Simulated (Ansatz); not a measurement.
```xyz
15

C    -1.884    0.989    0.302
O    -1.353   -0.208    0.796
C    -0.744   -0.998   -0.208
Si    0.943   -0.356   -0.810
C     2.042    0.021    0.652
H    -2.354    1.507    1.139
H    -1.111    1.642   -0.128
H    -2.641    0.803   -0.473
H    -1.431   -1.148   -1.056
H    -0.583   -1.985    0.237
H     1.529   -1.426   -1.668
H     0.792    0.860   -1.661
H     2.219   -0.878    1.246
H     3.009    0.415    0.332
H     1.567    0.762    1.300
```

Charge 0, multiplicity 1.

Task: List the PBE0/def2-TZVPP orbital energies in eV (the Gaussian-basis code of Ansatz). (An estimate is asked.)

Result: The calculation gave: Occupied: -1802.11, -522.83, -279.21, -279.10, -277.71, -144.47, -99.14, -99.12, -99.11, -29.05, -20.30, -19.55, -17.85, -14.28, -13.55, -13.41, -12.49, -11.51, -11.39, -10.66, -10.09, -9.20, -9.15, -8.82, -6.99. Lowest empty: 0.81, 1.07, 1.81, 1.96, 2.16, 2.42, 2.73, 2.90.
